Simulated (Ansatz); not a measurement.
Born–Oppenheimer molecular dynamics of GaH7OSi (10 atoms, charge 0, multiplicity 1). It starts at the highest image of a converged band, a first-order saddle point between two minima.

Theory: RKS B3LYP-D4/def2-SVP in Ansatz.

```yaml
ensemble: NVE (velocity Verlet)
time_step: 0.5 fs
steps_asked: 200
starting_velocities_drawn_for: 300 K
seed: 5890
```

First frame:

```xyz
10
Properties=species:S:1:pos:R:3
Ga 0.005 0.019 -0.080
H 0.053 -0.225 1.724
H 1.406 0.506 -0.558
H -1.434 0.465 -0.492
O 0.053 -1.933 0.341
Si -0.682 -3.391 -0.024
H 0.252 -4.516 0.263
H -1.921 -3.571 0.789
H -1.043 -3.401 -1.472
H 0.042 -1.176 1.363
```

(1) How far do the bonds stretch over the last three quarters of this one trajectory? (Pairs bonded in most of those frames.)

Results:

(1) 
| bond | mean (Å) | spread (Å) | shortest | longest |
| --- | --- | --- | --- | --- |
| Ga1–H3 | 1.564 | 0.047 | 1.50 | 1.64 |
| Ga1–H4 | 1.567 | 0.010 | 1.55 | 1.58 |
| Ga1–O5 | 1.817 | 0.079 | 1.72 | 1.95 |
| H2–H10 | 0.768 | 0.050 | 0.70 | 0.84 |
| O5–Si6 | 1.662 | 0.043 | 1.57 | 1.72 |
| Si6–H7 | 1.495 | 0.015 | 1.47 | 1.52 |
| Si6–H8 | 1.500 | 0.017 | 1.47 | 1.53 |
| Si6–H9 | 1.502 | 0.058 | 1.41 | 1.58 |

Mean temperature of the second half: 827 K. The conserved energy stayed within 0.26 meV per atom of its start (net change -0.077 meV per atom), so the integration is sound. The kinetic energy rose, since the run started high on the potential surface and went downhill. It ends in pieces (GaH5OSi + H2), so much of that is their flight and rotation, not heat. A run of 0.1 ps of so small a system gives no equilibrium averages. The orbitals stay closed-shell, which can raise the energy where a bond breaks towards radicals; this wasn't checked here.

Run time: 6.7 min on 2 threads of Arm Neoverse V2, with other jobs on the host, peak memory 0.21 GiB.
